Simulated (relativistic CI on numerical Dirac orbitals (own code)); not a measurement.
Method of calculation: Dirac-Coulomb-Breit CI, separate exchange-only KLI orbitals for each configuration, model QED (radiative potential, 1s self-energy scaled to tabulated hydrogen-like ionisation energies), unscaled Slater integrals (own radial code, finite nucleus).

The strongest absorption lines from the ground level of an ion, among the configurations computed and to levels below about 8680 eV (vacuum wavelength in Å, gf): 1.4316 (0.048), 1.4358 (0.027), 1.5923 (0.11), 1.6027 (0.065), 2.1026 (0.44), 2.1463 (0.27), 23.542 (0.15), 100.68 (0.017).

(1) Which ion is it?
A. Cs54+
B. Sb48+
C. Eu60+
D. Cs52+

## Answers

(1) D. Cs52+ has 3 electrons and the ground level 2s 2S_1/2; the strongest line goes to 3p 2P°_3/2. The pattern of lines fixes the number of electrons, and along that sequence the line energies rise steadily with the charge (about as its square where n changes within one kind of shell, about linearly where n is kept but much faster in heavy ions where fine structure, which grows about as Z⁴, sets the gap, and irregularly where shells cross), which fixes Z. Configurations outside the model, such as inner-shell arrays, can give stronger lines. At this charge energies of transitions that change n are usually good to better than 1 %, and those within a shell (Δn = 0) to a few per cent.
